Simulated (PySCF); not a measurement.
Task: Give a PBE0-D3(BJ)/def2-SVP geometry of `FC(F)=[C](F)[GeH2][SH]`.

Result: 
```xyz
10
C2H3F3GeS angstrom
F     -2.3214   -1.8519    0.0837
C     -1.3721   -0.9924    0.3349
F     -1.0077   -1.0206    1.5963
C     -0.8044   -0.1735   -0.5542
F     -1.2241   -0.2349   -1.8250
Ge     0.6366    1.0707   -0.1369
S      2.6281    0.0987   -0.3543
H      0.4509    1.5921    1.2943
H      0.6009    2.1826   -1.1890
H      2.4638   -0.6918    0.7291
```

Any rigid rotation of these coordinates is as good. Atoms count from 1 in this order. Ge6 (germanium bonded to C, S and 2 H) is distorted tetrahedral (angles from 105.7° to 113.0°). The 3 C–F bonds span 1.305 Å (F1–C2, drawn single) to 1.340 Å (C4–F5, drawn single), a spread of 0.035 Å. S7 (sulfur bonded to Ge and H) is bent (angle 93.9°).

Bonds between heavy atoms (Å): F1–C2 1.305, C2–F3 1.313, C2=C4 1.335, C4–F5 1.340, C4–Ge6 1.949, Ge6–S7 2.227.

Method used: PBE0-D3(BJ)/def2-SVP geometry optimisation, gas phase in PySCF.

Point group: C1 (no symmetry element, even within 0.4 Å). No frequency check. One conformer, not necessarily the lowest (C2–C4–Ge6–S7 88°, C4–Ge6–S7–H -70°).
